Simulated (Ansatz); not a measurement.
Program: Ansatz. Geometries: PBE0-D4/def2-TZVP. ΔE: electronic, gas phase. CCSD(T)/CBS adds triple-zeta CCSD(T) − MP2 to the extrapolated MP2 energy (def2 sets, frozen cores). DFT in def2-TZVPP. B3LYP here is the variant with VWN-RPA as its local correlation; programs differ in this. Each species was taken in one conformer, which may not be the lowest.

Consider the isomerisation: `CBO[SiH2]F` → `FBOC[SiH3]`.

`CBO[SiH2]F`:

```xyz
11

C     0.648   -1.515    1.223
B     0.564   -0.415    0.126
O    -0.534    0.384    0.027
Si   -0.930    1.567   -1.033
F    -1.964    0.969   -2.085
H     0.788   -2.496    0.754
H    -0.228   -1.557    1.873
H     1.542   -1.364    1.839
H     1.464   -0.240   -0.660
H     0.262    2.026   -1.778
H    -1.613    2.641   -0.287
```

`FBOC[SiH3]`:

Cartesian coordinates in Å:
```
F 0.922 -2.301 0.126
B -0.211 -1.921 0.716
O -0.476 -0.625 0.931
C 0.416 0.420 0.538
Si -0.265 1.331 -0.975
H -1.000 -2.746 1.061
H 0.503 1.107 1.384
H 1.416 0.028 0.328
H -0.400 0.375 -2.104
H -1.592 1.918 -0.661
H 0.685 2.414 -1.345
```

```tsv
level	ΔE (kJ/mol)	difference from CCSD(T)/CBS
r2SCAN-D4	199.5	-7.5
PBE0-D4	190.1	-16.9
B3LYP-D4	195.3	-11.7
PBE	181.0	-26.0
B3LYP	197.4	-9.6
MP2/def2-TZVPP	211.6	4.6
CCSD(T)/def2-TZVPP	200.2	-6.8
MP2/def2-QZVPP	216.6	9.6
SCS-MP2/def2-QZVPP	213.4	6.4
HF/CBS(def2)	218.4	11.4
CCSD(T)/CBS	207.0	0
```

Largest T1 diagnostic among the species: 0.013.

From PBE to PBE0 (25 % exact exchange), in def2-TZVPP and without D4, ΔE moves by +10.1 kJ/mol.
